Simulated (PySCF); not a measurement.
W(NH)2(F)(OSiH3) (FH5N2OSiW), SMILES [NH]=[W](=[NH])([F])[O][SiH3], multiplicity 1. Geometry optimised at PBE0-D3(BJ)/def2-SVP. The multiplicity is an assumed one; other spin states were not compared. The def2 effective core potentials stand for the cores of W; spin–orbit coupling is left out. Other conformers were not sampled.

**Question.** Give the equilibrium geometry at PBE0-D3(BJ)/def2-SVP (PySCF confirms it by a frequency run) as Cartesian coordinates in Å, and its point group. (Estimate from the structure and the level; the computed values follow.)

**Answer.** One answer among several that fit: point group Cs.
```xyz
11

W     -0.0036    -0.4743     0.0000
N     -0.9596    -0.8008     1.4211
H     -1.7806    -1.0743     1.9504
N     -0.9596    -0.8008    -1.4211
H     -1.7806    -1.0743    -1.9504
F      1.4735    -1.6411     0.0000
O      0.4182     1.3637     0.0000
Si     0.0564     2.9935     0.0000
H     -0.7362     3.3275    -1.2192
H     -0.7362     3.3275     1.2192
H      1.3390     3.7515     0.0000
```
Charge 0, spin multiplicity 1.
